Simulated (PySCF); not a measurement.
SMILES CCOCCC(=O)O, C₅H₁₀O₃

Cartesian coordinates in Å; atom numbers follow the order of the lines, from 1:
```xyz
18

C     2.662    0.896   -0.362
C     2.117   -0.510   -0.180
O     0.819   -0.555    0.348
C    -0.191   -0.177   -0.540
C    -1.519   -0.397    0.149
C    -2.685    0.008   -0.703
O    -2.610    0.529   -1.786
O    -3.857   -0.269   -0.117
H     2.104    1.464   -1.121
H     3.713    0.858   -0.685
H     2.612    1.451    0.587
H     2.748   -1.064    0.532
H     2.155   -1.061   -1.143
H    -0.108    0.882   -0.846
H    -0.144   -0.775   -1.473
H    -1.557    0.180    1.088
H    -1.638   -1.451    0.446
H    -4.546    0.031   -0.729
```

Computed with PySCF, quadratic response CAM-B3LYP/aug-cc-pVDZ first hyperpolarisability, Taylor convention, gas phase. Geometry: PBE0-D3(BJ)/def2-SVP.

(1) Give β for the processes computed.

(2) Which lowest excitations, dipole and polarisabilities go with it?

Results:

(1) In au, Taylor convention; the vector part is βᵢ = ⅓ Σⱼ (βᵢⱼⱼ + βⱼᵢⱼ + βⱼⱼᵢ); β∥ is 3/5 of the vector part along the dipole, the dipole points from − to +:
| process | λ (nm) | β vector norm | β∥ | β HRS | depolarisation ratio |
| --- | --- | --- | --- | --- | --- |
| static β(0;0,0) | ∞ | 83.7 | 29.7 | 46.0 | 2.73 |
| second harmonic β(−2ω;ω,ω) | 1907 | 86.9 | 31.2 | 47.6 | 2.75 |
| Pockels β(−ω;ω,0) | 1907 | 84.7 | 30.2 | – | – |
| second harmonic β(−2ω;ω,ω) | 1064 | 94.7 | 34.8 | 51.4 | 2.77 |
| Pockels β(−ω;ω,0) | 1064 | 87.1 | 31.3 | – | – |

(2) S1 5.95 eV (f = 0.000); S2 6.80 eV (f = 0.014); S3 7.21 eV (f = 0.050); dipole 0.56 D; isotropic α 75.3 au static, 75.4 au at 1907 nm, 75.8 au at 1064 nm, 75.9 au at 953.5 nm, 77.4 au at 532 nm.
